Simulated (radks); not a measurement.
Values are calculated unless marked as measured or tabulated.
Initial-state core-level shifts of the iridium ion Ir+ when its valence configuration changes from [Xe] 4f14 5d7 6s1. Level of theory: Dirac Kohn-Sham, BLYP, spin-unpolarised, spherical densities, point nucleus; open shells are shared between the two j in proportion to 2j + 1 (a radial shooting solver on a logarithmic mesh with Libxc functionals). Shifts are changes of the shell-averaged eigenvalues in eV (positive: less bound).

valence                    1s       2s       4p      5s
4f14 5d6.5 6s1.5       -1.540   -1.616   -1.585  -1.514
4f14 5d6 6s2           -3.151   -3.308   -3.239  -3.084
4f14 5d6 6s1 6p1       -4.801   -4.923   -4.862  -4.695
4f14 5d5 6s2 6p1       -8.216   -8.521   -8.358  -7.970
4f14 5d7 6s0.5 6p0.5   -0.829   -0.810   -0.816  -0.814
4f13.5 5d7 6s1 6p0.5   -8.002   -8.595   -8.356  -4.479
4f14 5d6.5 6s0.5 6p1   -3.186   -3.224   -3.204  -3.125
4f13 5d7 6s1.5 6p0.5  -15.457  -16.692  -16.136  -8.251
4f13 5d7 6s1 6p1      -16.283  -17.499  -16.948  -9.058
